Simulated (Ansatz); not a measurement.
`CC(C)(C)[O][Ge][F]`, charge 0, multiplicity 1.

Task: Give a relaxed structure at PBE0-D4/def2-TZVP (Ansatz 0.2.0). (Estimate.)

Result: Ansatz gave: 
Z-matrix (Å, degrees):
```
C
C 1 1.520
H 1 1.092 2 110.3
H 1 1.092 2 110.6 3 120.2
H 1 1.092 2 110.3 3 -119.7
C 2 1.522 1 110.6 3 178.2
C 2 1.522 1 110.6 3 -58.4
O 2 1.435 1 105.7 3 59.9
H 6 1.092 2 110.3 1 60.1
H 6 1.092 2 110.2 1 -59.3
H 6 1.091 2 110.7 1 -179.9
H 7 1.091 2 110.7 1 180.0
H 7 1.092 2 110.3 1 -60.0
H 7 1.092 2 110.1 1 59.4
Ge 8 1.758 2 135.8 1 -180.0
F 15 1.774 8 101.2 2 -0.0
```
Point group Cs.
This is one stationary point; other conformers may exist.
